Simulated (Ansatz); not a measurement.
A structure relaxed at PBE0-D4/def2-TZVP, charge 0, multiplicity 1:

Cartesian coordinates in Å:
```
C -0.049 1.246 0.667
C -0.278 0.058 0.100
Si -1.974 -0.747 0.099
O 0.645 -0.708 -0.532
C 1.960 -0.206 -0.597
H -0.867 1.767 1.145
H 0.920 1.730 0.681
H -2.435 -0.971 -1.296
H -2.918 0.157 0.803
H -1.920 -2.060 0.793
H 2.548 -0.949 -1.134
H 2.377 -0.064 0.406
H 1.992 0.747 -1.135
```

Task: Give its formula and SMILES.

Result: C3H8OSi, `C=C([SiH3])OC`.

Task: Point group (tolerance 0.08 Å, 0.16 Å for H)?

Result: Cs.

Task: Summarise the bond lengths by kind.

Result: 1 × C–C 1.336 Å; 5 × C–H 1.082 to 1.095 Å; 1 × C–Si 1.877 Å; 2 × C–O 1.356 to 1.409 Å; 3 × H–Si 1.485 to 1.486 Å.

All numbers were calculated with Ansatz.
